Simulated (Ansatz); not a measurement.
Start from `[Cl][Ga]([Cl])[I]` and change one element to get `[Cl][Al]([Cl])[I]`.

Ansatz, PBE0-D4/def2-TZVP geometries, multiplicity 1. 

Elements past krypton have def2 core potentials. Scalar relativity is left out up to krypton.

```tsv
property	`[Cl][Ga]([Cl])[I]`
HOMO energy (B3LYP/def2-TZVPP) / eV	-8.01
HOMO–LUMO gap (PBE0/def2-TZVPP) / eV	6.11
LUMO energy (B3LYP/def2-TZVPP) / eV	-2.47
size of the dipole moment (B3LYP/def2-TZVPP) / D	0.98
HOMO–LUMO gap (ωB97M-V/def2-TZVPP) / eV	10.14
size of the dipole moment (PBE/def2-TZVPP) / D	0.96
```

Q: What does the change do to each property? (Best estimate.)

A: Ansatz gave: 
| property | `[Cl][Al]([Cl])[I]` | shift |
| --- | --- | --- |
| HOMO energy (B3LYP/def2-TZVPP) / eV | -7.93 | 0.08 |
| HOMO–LUMO gap (PBE0/def2-TZVPP) / eV | 6.70 | 0.59 |
| LUMO energy (B3LYP/def2-TZVPP) / eV | -1.74 | 0.73 |
| size of the dipole moment (B3LYP/def2-TZVPP) / D | 0.57 | -0.41 |
| HOMO–LUMO gap (ωB97M-V/def2-TZVPP) / eV | 10.56 | 0.42 |
| size of the dipole moment (PBE/def2-TZVPP) / D | 0.60 | -0.36 |

With PBE0 the HOMO rises by 0.07 eV and the LUMO rises by 0.67 eV, so the gap widens by about 0.60 eV. PBE moves the HOMO by 0.06 eV and ωB97M-V by 0.09 eV. Dipoles are sizes alone; their direction can turn.

B3LYP here is the variant with VWN-RPA as its local correlation; programs differ in this.

Spin–orbit coupling is left out; it splits and shifts lone-pair levels of the heavy atoms by tenths of an eV.
